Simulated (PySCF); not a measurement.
**Electron correlation in Cd (cadmium, neutral)**

[Kr] 4d10 5s2, closed-shell 1S. Computed with PySCF 2.14 in def2-TZVPPD with the def2 core potential (28 electrons), with scalar relativity through the core potential. Frozen: nothing; 20 electrons correlated.

MP2 pair energies summed by pair of shells (mhartree):

```
 pair   energy  share (%)
4d-4d  -352.38       49.7
4p-4d  -159.91       22.5
4d-5s   -71.18       10.0
4p-4p   -44.23        6.2
4s-4d   -30.11        4.2
4s-4p   -20.66        2.9
5s-5s   -20.10        2.8
4p-5s    -6.69        0.9
4s-4s    -3.81        0.5
4s-5s    -0.55        0.1
```

Total MP2 correlation energy: -709.62 mhartree.

Same-spin part -234.42 and opposite-spin part -475.21 mhartree; SCS-MP2 scales them by 1/3 and 6/5 to -648.39 mhartree.

The basis has no tight functions for the innermost shells, so their pair energies are far from complete.

This basis was not built for core-valence correlation, so the inner-shell part is incomplete.
